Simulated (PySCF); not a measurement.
Vertical excitations of a molecule C2H8BN3 from TDA-PBE/def2-SVPD run with PySCF 2.14.0, as energy in eV (oscillator strength): 4.43 (0.000), 4.95 (0.005), 5.24 (0.001), 5.62 (0.000), 5.77 (0.001), 6.11 (0.000), 6.27 (0.000), 6.28 (0.028), 6.48 (0.018), 6.76 (0.000). Lowest triplet (TDA): 4.35 eV. Geometry optimised at B3LYP-D3(BJ)/def2-SVP. One conformer was computed; it need not be the lowest.

Identify the compound among the candidates.
(A) NB1NCCN1
(B) C/N=C/B(N)N
(C) C/C=N/B(N)N

A, NB1NCCN1
